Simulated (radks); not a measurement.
The numbers below are computed, except where a source is named.
Q: All-electron atom: Ar VI in [Ne] 3s2 3p1. Level of theory: scalar-relativistic Kohn-Sham, PBE, spin-polarised, spherical densities, point nucleus; open shells are filled with parallel spins first (a radial shooting solver on a logarithmic mesh with Libxc functionals). Some entries of the table are withheld. Estimate them.

orbital,occ.,eigenvalue (hartree),<1/r> (bohr^-1)
1s up,1,-118.1320,17.70
1s down,1,-118.1208,17.70
2s up,1,-14.21135,3.569
2s down,1,-14.20019,3.569
2p up,3,-11.76602,3.472
2p down,3,-11.75073,3.472
3s up,1,-3.65619,(1)
3s down,1,-3.57512,(2)
3p up,1,(3),1.064
3p down,0,(4),1.062
3d up,0,-2.17176,(5)
3d down,0,-2.10199,(6)
4s up,0,-1.53297,0.5367
4s down,0,-1.50050,0.5341

A: 
(1) 3s up <1/r> (bohr^-1): 1.148
(2) 3s down <1/r> (bohr^-1): 1.149
(3) 3p up eigenvalue (hartree): -3.04720
(4) 3p down eigenvalue (hartree): -2.96849
(5) 3d up <1/r> (bohr^-1): 0.8829
(6) 3d down <1/r> (bohr^-1): 0.8807
